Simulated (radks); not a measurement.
The nitrogen anion N2-, [He] 2s2 2p5, held by a Watson sphere: a shell of charge +2 at radius R that stands for the Madelung well of a crystal (potential energy -2/R inside, -2/r outside, in hartree with lengths in bohr). All-electron calculation, scalar-relativistic Kohn-Sham, LDA (Slater exchange, VWN5 correlation), spin-polarised, spherical densities, finite nucleus; open shells are filled with parallel spins first; Fermi nuclear charge, rms radius of each element as measured or else 0.836 A^(1/3) + 0.57 fm. Program: a radial shooting solver on a logarithmic mesh with Libxc functionals. Response by self-consistent Sternheimer equations with the Hartree and adiabatic LDA kernel, the relativistic mass of each level held fixed and spin-orbit coupling left out. The sphere does not respond.

R (bohr)	e(2s down) (eV)	e(2p up) (eV)	e(2p down) (eV)	<r> 2p (bohr)	sum of <r^2> (bohr^2)	X-ray form factor at sin(theta)/lambda = 0.1 1/angstrom	alpha (bohr^3)
1.67	-18.874	-8.683	-7.648	1.613	20.94	7.664	12.92
2.39	-16.143	-6.571	-5.646	1.857	26.84	7.377	25.55
2.77	-15.080	-5.682	-4.786	1.984	30.00	7.247	36.40
2.87	-14.839	-5.474	-4.583	2.018	30.85	7.215	39.93
3.62	-13.437	-4.224	-3.339	2.291	37.58	7.000	79.57
3.87	-13.095	-3.915	-3.018	2.396	40.05	6.938	100.4
